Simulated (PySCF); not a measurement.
## Ionisation energy of Pb²⁺ by level of theory

Pb²⁺ [Xe] 4f14 5d10 6s2 (1S) → Pb³⁺ [Xe] 4f14 5d10 6s1 (2S), as a difference of total energies. Computed with PySCF 2.14 in def2-QZVPPD with the def2 core potential (60 electrons), with a scalar-relativistic core potential. Correlated levels: valence and next inner shell: nothing frozen outside the core potential. The calculations carry no spin-orbit coupling.

| method | ionisation energy (eV) |
| --- | --- |
| UHF | 29.765 |
| MP2 (valence and next inner shell) | 32.036 |
| SCS-MP2 (valence and next inner shell) | 31.897 |
| CCSD (valence and next inner shell) | 31.609 |
| CCSD(T) (valence and next inner shell) | 31.719 |

Errors of the correlated levels include the incompleteness of this basis.

**Question.** Which method comes closest to the reference value, and which is furthest?

**Answer.** The reference is 31.937 eV (measured; NIST Atomic Spectra Database, ionization energies). Closest: SCS-MP2 (valence and next inner shell) (error -0.040 eV); furthest: UHF (error -2.172 eV).
